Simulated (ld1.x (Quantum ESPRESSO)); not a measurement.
**What the settings do to the TM potential of Ga**

Base potential:

```json
{
  "Element": "gallium",
  "Generator": "ld1.x (Quantum ESPRESSO) 7.5",
  "Type": "norm-conserving Troullier–Martins (Kleinman–Bylander form)",
  "Functional": "PBEsol",
  "Relativity": "scalar-relativistic",
  "Frozen core": "[Ar] 3d10",
  "Valence charge": "3",
  "Reference configuration": "4s2 4p1",
  "Partial waves": "4s (bound): rc 2.05 bohr; 4p (bound): rc 1.90 bohr",
  "Local potential": "all-electron potential smoothed inside 2.05 bohr (lloc = -1)",
  "Core correction": "Bessel-smoothed model core, default radius (core density twice the valence density)"
}
```

Cutoffs, loose and tight: the cutoffs (Ry, on a coarse ladder) from which the occupation-weighted sum of valence levels, in a spherical-Bessel basis at the reference potential, stays within 10 and 1 mRy of its value at 400 Ry. They do not see the model core or the augmentation charge, which bear on the density cutoff. Test errors are all-electron minus pseudo excitation energies from the reference, over the configurations 4s2 4p0; 4s1 4p0; 4s2 4p0.5; 4s2 4p1.3; 4s1 4p1; 4s1 4p2; 4s0 4p3. A dash means not determined; rows that change the core or the reference have their own tests.

The default core radius of the base comes out at 1.55 bohr.

```tsv
change	outcome	cutoff, loose	cutoff, tight	bound ghosts	largest test error (meV)
base	generated	12 Ry	35 Ry	none	-187
functional LDA (PZ)	generated	12 Ry	35 Ry	none	-175
core [Ar], valence charge 13; reference 3d10 4s2 4p1; waves now 4p (bound): rc 2.25 bohr; 3d (bound): rc 1.05 bohr; 4s (bound): rc 1.40 bohr; local potential the s channel; core correction none	generated	230 Ry	over 300 Ry	none	-615
wave 4p (bound): rc 1.90 bohr becomes 4p (bound): rc 1.94 bohr	generated	12 Ry	35 Ry	none	-187
wave 4s (bound): rc 2.05 bohr becomes 4s (bound): rc 1.82 bohr	generated	15 Ry	35 Ry	none	-186
local potential all-electron potential smoothed inside 1.50 bohr (lloc = -1)	generated	12 Ry	35 Ry	none	-171
core correction Bessel-smoothed model core inside 0.94 bohr	generated	12 Ry	35 Ry	none	-187
local potential the p channel	generated	15 Ry	35 Ry	none	-212
```

(1) What comes out with this change to the base: all radii but the core radius scaled by about 1.08 (s 2.22, p 2.06 bohr); local potential all-electron potential smoothed inside 2.22 bohr (lloc = -1)?

Answers

(1) outcome: generated; cutoff, loose: 12 Ry; cutoff, tight: 30 Ry; bound ghosts: none; largest test error (meV): -190.
